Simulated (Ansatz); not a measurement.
Abridged output of a molecular run in Ansatz:

```
Functional definition: HF
887 factors; integrals over basis functions are off by at most 1.4e-3 eV
mean field evaluation 1: about -61273.3583 eV, gradient 3.3e1 eV
mean field evaluation 2: about -61273.4105 eV, gradient 3.3e1 eV
mean field evaluation 4: about -61276.0477 eV, gradient 3.1e0 eV
mean field evaluation 8: about -61276.0799 eV, gradient 2.0e-1 eV
mean field -61276.08001560 eV, -2251.8544061546 hartree, gradient 1.2e-6 eV, S^2 0.000000; 0 other end points of the search recorded, 0 dependent functions left out
12 core orbitals not correlated: weight in the atoms' cores, before any rotation towards them, 1.000 or more for the frozen orbitals, at most 0.000 for the correlated occupied ones
reference -61276.08001560 eV, -2251.8544061546 hartree; 16, 16 occupied and 61, 61 virtual orbitals, 887 factors
second order -18.00951744 eV of doubles, -0.00000000 eV of singles
cycle   1  -17.77696347 eV  change    2.3e-1 eV  update   1.1e-1
cycle   2  -18.33146592 eV  change   -5.5e-1 eV  update   3.4e-2
cycle   3  -18.45360993 eV  change   -1.2e-1 eV  update   1.7e-2
cycle   4  -18.45332411 eV  change    2.9e-4 eV  update   5.0e-3
cycle   5  -18.45632249 eV  change   -3.0e-3 eV  update   2.1e-3
cycle   6  -18.45752174 eV  change   -1.2e-3 eV  update   5.9e-4
cycle   7  -18.45769286 eV  change   -1.7e-4 eV  update   2.2e-4
cycle   8  -18.45775582 eV  change   -6.3e-5 eV  update   5.9e-5
cycle   9  -18.45778349 eV  change   -2.8e-5 eV  update   2.2e-5
perturbative correction -0.57455320 eV, -0.0211144405 hartree
Total energy: -61295.11235229 eV, -2252.5538316272 hartree
```

Its atoms:

Cartesian coordinates in Å:
```
C -0.897 -1.587 0.866
C -0.377 -0.632 0.348
Ge 0.397 0.888 -0.468
F 2.101 0.575 -0.596
H -1.350 -2.436 1.324
H -0.122 1.069 -1.895
H 0.247 2.124 0.421
```

Q: Which basis set was used?
A. def2-QZVPP
B. def2-SVP
C. def2-SVPD
D. def2-TZVPPD

A: B. It gives 89 functions.

Q: Write the keys of the input that set method, charge and spin (a neutral closed shell needs none for the last two).

A: 
```yaml
correlation: {method: ccsd_t}
```
